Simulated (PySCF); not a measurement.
(E)-2-chlorobut-2-ene (C4H7Cl), SMILES C/C=C(\C)Cl.

Coordinates come from a B3LYP-D3(BJ)/def2-SVP optimisation.

Level of theory: TDDFT-PBE/def2-SVPD run with PySCF.

Vertical excitations.  State labels are in the subgroup Cs.

Computed UV-visible absorptions:
```
state  symmetry  energy (eV)  λ (nm)      f                              main pairs
-----  --------  -----------  ------  -----  --------------------------------------
S1           A"         5.67     219  0.001                        HOMO→LUMO+1 94 %
S2           A"         5.89     211  0.004                        HOMO→LUMO+2 94 %
S3           A'         6.17     201  0.280                          HOMO→LUMO 86 %
S4           A"         6.44     193  0.000                       HOMO−1→LUMO 100 %
S5           A"         6.63     187  0.002                       HOMO→LUMO+3 100 %
S6           A"         6.85     181  0.000                       HOMO→LUMO+4 100 %
S7           A'         7.20     172  0.004  HOMO−1→LUMO+1 70 %, HOMO−1→LUMO+2 29 %
S8           A'         7.41     167  0.016  HOMO−1→LUMO+2 69 %, HOMO−1→LUMO+1 28 %
S9           A"         7.59     163  0.005                        HOMO→LUMO+5 99 %
S10          A'         7.66     162  0.025      HOMO→LUMO+6 71 %, HOMO−2→LUMO 24 %
T1           A'         4.11     301      0                          HOMO→LUMO 98 %
T2           A"         5.30     234      0                        HOMO→LUMO+1 99 %
T3           A"         5.78     214      0                        HOMO→LUMO+2 99 %
T4           A"         6.35     195      0                       HOMO−1→LUMO 100 %
```
Triplets are in the Tamm–Dancoff approximation, which puts them higher than full response would, so one can lie above its singlet here.
